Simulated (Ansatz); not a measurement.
`[NH2][In]([SH])[O][SiH3]` at its PBE0-D4/def2-TZVP geometry, where that method's forces vanish. Charge 0, multiplicity 1. In: def2 effective core potential.

```xyz
11

N     0.1038    0.0266   -2.2862
In   -0.3512   -1.0378   -0.6466
S    -1.2430   -3.2073   -0.4098
O    -0.2153   -0.0596    1.0764
Si    0.3366    1.3982    1.5323
H     0.3993   -0.4926   -3.1003
H     0.7447    0.7920   -2.1271
H    -1.3433   -3.0542    0.9225
H     1.0802    2.0723    0.4212
H     1.2700    1.2660    2.6847
H    -0.7818    2.2964    1.9330
```

**Question.** What forces (eV/Å) does ωB97M-V/def2-TZVPP give on these atoms in the Gaussian-basis code of Ansatz? (Best estimate.)

**Answer.** Ansatz gave: 
```
N1   0.065 -0.041  0.035
In2 -0.067 -0.052 -0.013
S3   0.017  0.045  0.085
O4  -0.002 -0.035 -0.023
Si5  0.073  0.220  0.122
H6  -0.010  0.054  0.014
H7  -0.028 -0.020 -0.045
H8   0.008 -0.009 -0.096
H9  -0.079 -0.079  0.103
H10 -0.106  0.019 -0.135
H11  0.129 -0.102 -0.048
```
